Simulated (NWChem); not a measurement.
# GaBrF2; SMILES [Ga]([F])([Br])[F]

```xyz
4

Ga     0.0000     0.0000     0.7425
F      0.0000    -1.4719     1.6586
F      0.0000     1.4719     1.6586
Br     0.0000     0.0000    -1.4992
```
Atoms are numbered in this order, from 1.

All runs: NWChem. Pople sets run with spherical d functions. Geometry: optimised at PBE0/def2-SVP. GIAO values for the isolated, static molecule; σ is the absolute isotropic shielding, δ = σ(reference) − σ with the isolated reference molecule computed at the same levels (19F: trichlorofluoromethane). Spin-orbit effects, on the heavy nuclei and on their neighbours, are missing.

For level LDA (Slater exchange, VWN5)/pcSseg-1:

```
Item          Value
-----------  ------
σ Ga1 (ppm)  1433.3
δ F2 (ppm)   -123.0
σ Br4 (ppm)  2525.7
```

**Question.** What are these values for level B3LYP/6-311G**?

**Answer.** 
| Quantity | Value |
|---|---|
| σ Ga1 (ppm) | 1528.6 |
| δ F2 (ppm) | -118.9 |
| σ Br4 (ppm) | 2636.9 |
